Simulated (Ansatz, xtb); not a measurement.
# A geometry optimisation of C4H6AlBr with r2SCAN-D4/def2-SVP

The starting geometry of this gas-phase singlet was built from a drawn formula by distance geometry and a force field; its bonds are those of `C#C[CH2][AlH][CH2]Br`.

| atom | x (Å) | y (Å) | z (Å) |
| --- | --- | --- | --- |
| C | -1.8956 | 0.2384 | 1.7975 |
| C | -1.0019 | -0.2775 | 1.1775 |
| C | 0.0862 | -0.8153 | 0.3715 |
| C | 1.3793 | 2.2444 | -0.5262 |
| Al | 0.6670 | 0.4988 | -1.0537 |
| Br | 0.0652 | 3.2751 | 0.4635 |
| H | -2.7146 | 0.6266 | 2.3725 |
| H | -0.2741 | -1.7654 | -0.0850 |
| H | 0.9391 | -1.0485 | 1.0622 |
| H | 0.5800 | 0.0695 | -2.5499 |
| H | 2.2950 | 2.1022 | 0.1201 |
| H | 1.7425 | 2.7709 | -1.4322 |

Where would you expect an optimisation with r2SCAN-D4/def2-SVP to take it?

A new bond forms, giving a structure with Br6 bridging Al5 and C4, given below by its coordinates. Contacts that close: Al5–Br6 (3.22 → 2.60 Å).

The energy falls by 0.40 eV over 21 steps:

| step | E − E(last) (eV) |
| --- | --- |
| 1 | 0.403 |
| 3 | 0.251 |
| 5 | 0.148 |
| 8 | 0.049 |
| 10 | 0.015 |
| 12 | 0.007 |
| 14 | 0.001 |
| 17 | 0.000 |
| 19 | 0.000 |
| 21 | 0.000 |

Final geometry (Å):

```xyz
12

C    -2.2780   -0.2187    1.5583
C    -1.1378   -0.4156    1.1747
C     0.1999   -0.5617    0.6415
C     1.8849    1.9921   -0.8198
Al    0.3425    0.7623   -0.8239
Br    0.5685    3.1181    0.2631
H    -3.2780   -0.0735    1.9210
H     0.3641   -1.5890    0.2665
H     0.9633   -0.3733    1.4177
H    -0.6569    0.7888   -2.0479
H     2.7492    1.8666   -0.1533
H     2.1465    2.6232   -1.6800
```

From the same start GFN2-xTB reaches the same bonding as this run.

No frequencies were run, so the end isn't proven a minimum. Run with Ansatz 0.2.0, 41 s on 2 threads of Intel(R) Xeon(R) 6975P-C (Granite Rapids) (shared host).
